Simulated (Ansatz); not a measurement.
Basis sets compared for the cluster Cs₃⁺. The state is a singlet with charge 1. Geometry PBE0/def2-TZVP. Ansatz on 2 threads of Arm Neoverse V1 on a shared host; times are rough, and most runs start from earlier orbitals.

```xyz
3

Cs   -1.581    2.281    1.226
Cs    0.667   -2.449    1.662
Cs    0.914    0.168   -2.888
```

In the def2 sets Cs takes a core potential; there is no spin–orbit coupling. The structure comes from a short search, and lower isomers may exist.

| level | functions | energy (Eh) | HOMO (eV) | LUMO (eV) | wall time |
| --- | --- | --- | --- | --- | --- |
| PBE/def2-SVP | 72 | -60.3532 | -5.29 | -4.28 | 2.2 s |
| PBE0/def2-SVP | 72 | -60.3310 | -5.57 | -3.81 | 2.2 s |

(1) Estimate the rows for PBE/def2-TZVP, PBE0/def2-TZVP.

Answers

(1) 
| level | functions | energy (Eh) | HOMO (eV) | LUMO (eV) | wall time |
| --- | --- | --- | --- | --- | --- |
| PBE/def2-TZVP | 87 | -60.3539 | -5.29 | -4.30 | 2.4 s |
| PBE0/def2-TZVP | 87 | -60.3318 | -5.57 | -3.82 | 3.7 s |
